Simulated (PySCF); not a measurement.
**Exercise with solution: dipole moment from atomic charges**

CH₃FO₂Si₂, SMILES O=C1O[Si@H](F)[SiH2]1. Atoms are numbered in the order given.

```xyz
9

O     -1.5156     2.0203     0.1970
C     -0.8557     1.0339     0.1888
O      0.5141     1.0454     0.3692
Si     1.0553    -0.5708     0.2229
F      1.9439    -0.7315    -1.1198
Si    -1.2301    -0.8917     0.0052
H      1.9199    -0.9362     1.3668
H     -2.0056    -1.4339     1.1562
H     -1.8159    -1.3014    -1.3007
```

Geometry optimised at PBE0-D3(BJ)/def2-SVP. The structure was generated by enumeration; whether it is a known compound was not checked.

Charges (e) from CAM-B3LYP/def2-TZVP in PySCF:

| atom | IAO | Mulliken |
|---|---|---|
| O1 | -0.401 | -0.221 |
| C2 | 0.317 | 0.166 |
| O3 | -0.611 | -0.284 |
| Si4 | 1.143 | 0.584 |
| F5 | -0.530 | -0.305 |
| Si6 | 0.383 | 0.080 |
| H7 | -0.132 | -0.028 |
| H8 | -0.086 | 0.003 |
| H9 | -0.081 | 0.005 |

The dipole moment of the full density is 4.06 D.

Task: What dipole moment does each set of point charges give, and which comes closer to that of the density?

Result: 
μ = Σ q r, and 1 e Å = 4.8032 D.
IAO: Σ q r = (-0.207, -1.375, 0.431) e Å, |μ| = 6.99 D.
Mulliken: Σ q r = (-0.097, -0.738, 0.314) e Å, |μ| = 3.88 D.
Mulliken comes closer in size. Point charges leave out the atoms' own dipoles (lone pairs, polarised bonds); fits to the potential absorb them, partitions of the density don't.
